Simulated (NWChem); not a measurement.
System: CH$_{3}$Cl$_{3}$Si; SMILES Cl[Si](Cl)(Cl)C

Results from NWChem. All runs use the structure optimised with B3LYP/6-31G* (spherical d). Level: M06-2X/def2-SVP with SMD (1 M gas to 1 M solution), gas-phase geometry. Reactions with the solvent are ignored.

What does the run give for solvent 2-propanol? Quantities: solvation free energy (kcal/mol); cavity-dispersion-structure term (kcal/mol); dipole in solution (D).


| Quantity | Value |
|---|---|
| solvation free energy (kcal/mol) | -5.2 |
| cavity-dispersion-structure term (kcal/mol) | -2.5 |
| dipole in solution (D) | 2.78 |
